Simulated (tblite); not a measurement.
Compound: C₅H₇F₄P.
Cartesian coordinates in Å at the GFN2-xTB level; atoms count from 1:
```
atom  x, y, z in Å
C1     3.333   -0.353   -0.200
C2     1.902    0.009   -0.045
F3     1.314   -0.592    1.020
P4     1.057    1.054   -1.055
C5    -0.637    1.012   -0.249
C6    -1.368   -0.303   -0.514
C7    -2.802   -0.225   -0.030
F8    -3.507    0.721   -0.672
F9    -2.893    0.058    1.277
F10   -3.460   -1.381   -0.219
H11    3.744    0.142   -1.076
H12    3.441   -1.433   -0.308
H13    3.897   -0.055    0.685
H14   -1.212    1.842   -0.669
H15   -0.532    1.177    0.825
H16   -0.888   -1.130    0.013
H17   -1.395   -0.530   -1.582
```

Method: GFN2-xTB as coded in tblite; computed harmonic values from a numerical Hessian at the method's own geometry, unscaled. Against measured fundamentals such values can be off by several per cent, at times by over 20. One conformer, not necessarily the lowest.

Harmonic wavenumbers (cm⁻¹): 32.9, 51.0, 78.1, 103.1, 148.8, 157.3, 188.8, 221.4, 329.0, 344.2, 361.6, 392.2, 417.3, 475.6, 495.9, 581.4, 712.1, 745.3, 767.2, 824.3, 920.2, 967.8, 1005.8, 1026.6, 1055.8, 1066.7, 1163.6, 1170.9, 1187.7, 1221.3, 1245.7, 1307.1, 1321.2, 1388.4, 1437.8, 1440.9, 1443.1, 1464.2, 2964.1, 2974.8, 2983.9, 2985.7, 3002.9, 3003.4, 3054.0.

A = 2430, B = 496.9, C = 457.3 MHz; mass 174.022 u (most abundant isotopes); point group C1, symmetry number 1.

Problem. What is the zero-point energy?

Solution. Half the sum of the wavenumbers: 25116 cm⁻¹ = 300.45 kJ/mol.

Problem. Give the ideal-gas entropy at 200 K and 1 bar in the rigid-rotor, harmonic-oscillator model (classical rotation).

Solution. Translation 164.90, rotation 123.65, vibration 104.63: S = 393.2 J/(mol K).

Problem. And Cp and H(200 K) − H(0)?

Solution. Cp = 134.49 J/(mol K), of which vibrations give 101.23 (their classical limit is 45 R = 374.2); H(200 K) − H(0) = 17.54 kJ/mol without the zero-point energy, 10.88 from vibrations.

Problem. What must be added to the electronic energy to get the Gibbs energy at 200 K and 1 bar?

Solution. ZPE + [H(200 K) − H(0)] − T·S = 300.45 + 17.54 − 78.64 = 239.35 kJ/mol.

Problem. How do the functions run with temperature in this model?

Solution. 
| T (K) | S (J/(mol K)) | Cp (J/(mol K)) | H − H(0) (kJ/mol) | G − H(0) (kJ/mol) | ln q(vib) |
| --- | --- | --- | --- | --- | --- |
| 50 | 263.7 | 63.5 | 2.33 | -10.85 | 0.95 |
| 100 | 316.4 | 90.6 | 6.21 | -25.43 | 2.66 |
| 298.15 | 454.2 | 173.6 | 32.67 | -102.76 | 9.15 |
| 373.15 | 496.2 | 201.5 | 46.75 | -138.42 | 11.42 |
| 500 | 561.0 | 241.1 | 74.93 | -205.55 | 15.07 |
| 750 | 669.6 | 293.4 | 142.32 | -359.84 | 21.71 |
| 1000 | 758.7 | 325.6 | 219.99 | -538.71 | 27.65 |

q(vib) and H(0) count from the zero-point level.

Problem. Blend soft modes into free rotors: weight 1/[1 + (100 cm⁻¹/ν̃)⁴] for the oscillator and the rest for a rotor with moment μB/(μ + B), μ = h/(8π²ν), B = 10⁻⁴⁴ kg m². What vibrational entropy results?

Solution. 94.55 J/(mol K) in place of 104.63, which changes −T·S at 200 K by +2.02 kJ/mol.

Problem. Which modes carry the vibrational entropy at 200 K?

Solution. 32.9 cm⁻¹: 20.32; 51.0 cm⁻¹: 16.70; 78.1 cm⁻¹: 13.22; 103.1 cm⁻¹: 10.99; 148.8 cm⁻¹: 8.13; 157.3 cm⁻¹: 7.72 J/(mol K); the other 39 give 27.57 together.

Hindered rotation and anharmonicity are outside this model. Other conformers, if any are populated, would add a mixing term that is left out. The structure is chiral; the term R ln 2 for an equal mix with its mirror image is left out.
